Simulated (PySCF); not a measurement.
MZn cations for M along the chalcogens

PBE with double-zeta basis sets in PySCF, for the lowest determinant that a PBE0 search found; no spin–orbit coupling. De refers to high-spin ground-configuration atoms (the charge goes to the atom of lower measured ionisation energy or higher electron affinity, which is not always the lowest computed limit). A positive dipole points towards Zn; it is taken about the centre of mass and depends on that origin.

| M | basis | charged atom | state (unpaired electrons) | Re (Å) | ωe (cm⁻¹) | De (eV) | μ (D) |
| --- | --- | --- | --- | --- | --- | --- | --- |
| O | def2-SVPD | Zn+ | doublet (π ↑) | 1.813 | 609 | 2.22 | 4.25 |
| S | def2-SVP | Zn+ | doublet (π ↑) | 2.177 | 378 | 2.34 | 3.51 |
| Se | pcseg-1 | Zn+ | doublet (π ↑) | 2.299 | 277 | 2.36 | 4.98 |

The shortest bond is that of ZnO⁺ (1.813 Å), the longest that of ZnSe⁺ (2.299 Å).

The rows differ in basis set, which adds steps of its own.

Down a group the atoms grow and get heavier, so bonds lengthen and wavenumbers fall; this series shows no clear exception.

Spin–orbit coupling is left out. For an ion De counts to the pair picked by the measured ionisation energies or electron affinities, which need not be the lowest pair at this level. States were picked by a PBE0 search and need not be the measured ground states.
